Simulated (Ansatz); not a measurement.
Ansatz (a first-principles code) input (FCI/STO-3G):

Ansatz 0.2 input:
```yaml
crystal:
  periodic: [false, false, false]
  atoms:
    - {symbol: Ni, position_ang: [0.00000000, 0.00000000, 0.00000000]}
    - {symbol: Cl, position_ang: [0.00000000, 0.00000000, 2.07507030]}
    - {symbol: Cl, position_ang: [-0.00000000, -0.00000000, -2.07507030]}
basis:
  gaussian:
    orbitals: STO-3G
magnetization: {spin_polarized: true, initial_magnetization: 2}
correlation: {method: fci, electrons: outside_noble_gas}
```

End of the output:

```
integrals: 0.01 GiB planned
540 factors; integrals over basis functions are off by at most 5.7e-8 eV
mean field: 0.15 GiB planned
mean field evaluation 1: about -65089.8036 eV, gradient 8.4e1 eV
mean field evaluation 2: about -65089.9889 eV, gradient 8.4e1 eV
mean field evaluation 4: about -65266.1776 eV, gradient 4.7e1 eV
mean field evaluation 8: about -65287.7243 eV, gradient 1.7e1 eV
mean field evaluation 16: about -65292.7990 eV, gradient 5.7e-3 eV
mean field evaluation 32: about -65293.2079 eV, gradient 1.3e-2 eV
mean field evaluation 64: about -65292.1350 eV, gradient 1.8e-4 eV
mean field evaluation 96: about -65293.2134 eV, gradient 3.4e-2 eV
mean field evaluation 128: about -65289.8177 eV, gradient 3.8e0 eV
mean field evaluation 160: about -65293.3652 eV, gradient 5.6e-2 eV
mean field evaluation 192: about -65286.3953 eV, gradient 1.0e1 eV
mean field evaluation 224: about -65277.6105 eV, gradient 3.4e1 eV
mean field evaluation 256: about -65291.0938 eV, gradient 1.8e-2 eV
mean field -65293.36541005 eV, -2399.4869213866 hartree, gradient 3.9e-6 eV, S^2 2.773120; 20 other end points of the search recorded, 0 dependent functions left out
determinant -65293.20791352 eV, -2399.4811334959 hartree, with singles and doubles -65294.59652961 eV, -2399.5321641961 hartree
determinant -65292.15037374 eV, -2399.4422696258 hartree, with singles and doubles -65293.33592150 eV, -2399.4858377026 hartree
determinant -65292.13504701 eV, -2399.4417063788 hartree, with singles and doubles -65293.33131759 eV, -2399.4856685120 hartree
mean field evaluation 288: about -65290.6756 eV, gradient 2.9e0 eV
19 core orbitals not correlated
reference -65290.67558760 eV, -2399.3880722349 hartree; 13, 11 occupied and 4, 6 virtual orbitals, 540 factors
configuration interaction: 1.50 GiB planned
state -65295.16802287 eV, -2399.5531661858 hartree
Total energy: -65295.16802287 eV, -2399.5531661858 hartree
```

The spin state was set by rule; other spins were not relaxed.

The determinant is spin-contaminated: <S^2> is 2.81 against 2.00 for a pure state.
